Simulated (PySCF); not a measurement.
H2Se2. Atoms are numbered in the order given.

```xyz
4

Se    -1.1617    -0.0343     0.0295
H     -1.3584     0.9968    -1.0036
Se     1.1617     0.0343     0.0295
H      1.3584    -0.9968    -1.0036
```
Charge 0, spin multiplicity 1.

Geometry: PBE0-D3(BJ)/def2-TZVP.

These are CAM-B3LYP/def2-TZVPD in PySCF values and carry that method's errors.

ESP charges are fitted to the potential on shells at 1.4 to 2.0 van der Waals radii. Atomic charges (e):

```tsv
atom	meta-Löwdin	ESP fit
Se1	[?]	-0.10
H2	[?]	0.10
Se3	[?]	-0.10
H4	[?]	0.10
```

### Question
What belongs in the gaps? (Estimate from the structure and the level; the computed values follow.)

### Answer

- Se1, meta-Löwdin: -0.06
- H2, meta-Löwdin: 0.06
- Se3, meta-Löwdin: -0.06
- H4, meta-Löwdin: 0.06
